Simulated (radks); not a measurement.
Neutral boron inside a hard spherical wall (all orbitals vanish at R), configuration held at [He] 2s2 2p1 and not refilled when levels cross. Calculated with a radial shooting solver on a logarithmic mesh with Libxc functionals: non-relativistic Kohn-Sham, LDA (Slater exchange, Perdew-Wang correlation), spin-polarised, spherical densities, point nucleus; open shells are filled with parallel spins first. Eigenvalues in eV for spin up, with the zero of energy where the potential of the charges vanishes at infinity; a dash marks a level that is unbound or too diffuse for the functional's potential to be trusted. A positive occupied level is held by the wall or, in an anion where self-interaction has pushed it up, behind a barrier. The pressure on the wall is -dE/dV.

R (bohr)  E (hartree)  kinetic (hartree)    e(1s)   e(2s)   e(2p)  e(3s, empty)  e(3p, empty)  pressure (GPa)
free        -24.35246             24.172  -178.59  -9.801  -4.098        -0.162             -               0
15          -24.35246             24.172  -178.59  -9.801  -4.098        -0.008         0.759        < 0.0001
12          -24.35245             24.172  -178.59  -9.799  -4.096         0.246         1.260        0.000165
10          -24.35238             24.172  -178.58  -9.790  -4.086         0.707         2.002         0.00229
7           -24.34960             24.193  -178.30  -9.629  -3.883         3.329         5.361           0.166
6           -24.34258             24.235  -177.84  -9.354  -3.535         5.978         8.300           0.811
5           -24.31659             24.369  -176.64  -8.604  -2.607        11.444        13.871            4.43
4           -24.21431             24.790  -173.53  -6.440  -0.080        23.945        25.619            27.9
1.5         -16.67753             40.982  -122.45  89.114  74.665        356.52        282.03           17000
